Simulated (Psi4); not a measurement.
Cl2Se (SMILES Cl[Se]Cl), singlet, at a GFN2-xTB geometry. Base run: TPSS/STO-3G run with Psi4.

Geometry (Å):
```xyz
3

Se     0.0014     0.0012     0.6865
Cl     1.0413     1.2595    -0.6908
Cl    -1.0441    -1.2620    -0.6821
```
Charge 0, spin multiplicity 1.
All else is at Psi4's defaults (density fitting; Cartesian or spherical functions as each basis is defined).

Variants of this job, named by their change:

```json
[
 {"change": "base", "basis functions": "36", "E (Eh)": "-3285.23310", "dipole (D)": "1.33", "core-seconds (rough)": "6"},
 {"change": "basis = pcseg-1", "basis functions": "63", "E (Eh)": "-3321.61622", "dipole (D)": "0.99", "core-seconds (rough)": "9"},
 {"change": "basis = cc-pVDZ", "basis functions": "63", "E (Eh)": "-3321.90701", "dipole (D)": "1.09", "core-seconds (rough)": "10"},
 {"change": "basis = def2-SV(P)", "basis functions": "68", "E (Eh)": "-3321.34505", "dipole (D)": "1.05", "core-seconds (rough)": "9"},
 {"change": "basis = 6-31G**", "basis functions": "73", "E (Eh)": "-3321.59818", "dipole (D)": "1.08", "core-seconds (rough)": "8"},
 {"change": "basis = cc-pV(D+d)Z", "basis functions": "73", "E (Eh)": "-3321.90978", "dipole (D)": "1.07", "core-seconds (rough)": "10"},
 {"change": "basis = aug-cc-pVDZ", "basis functions": "90", "E (Eh)": "-3321.91691", "dipole (D)": "0.91", "core-seconds (rough)": "20"},
 {"change": "basis = def2-SVPD", "basis functions": "95", "E (Eh)": "-3321.36312", "dipole (D)": "1.00", "core-seconds (rough)": "10"},
 {"change": "basis = pcseg-2", "basis functions": "111", "E (Eh)": "-3322.02072", "dipole (D)": "0.96", "core-seconds (rough)": "10"},
 {"change": "basis = def2-TZVP", "basis functions": "122", "E (Eh)": "-3321.96227", "dipole (D)": "0.92", "core-seconds (rough)": "20"},
 {"change": "basis = def2-TZVPD", "basis functions": "149", "E (Eh)": "-3321.96486", "dipole (D)": "0.92", "core-seconds (rough)": "20"},
 {"change": "basis = cc-pVQZ", "basis functions": "186", "E (Eh)": "-3322.03178", "dipole (D)": "0.92", "core-seconds (rough)": "30"},
 {"change": "basis = def2-QZVPP", "basis functions": "229", "E (Eh)": "-3322.04270", "dipole (D)": "0.94", "core-seconds (rough)": "30"}
]
```

Totals compare only among sets that treat the same electrons; sets with core potentials leave the core out.
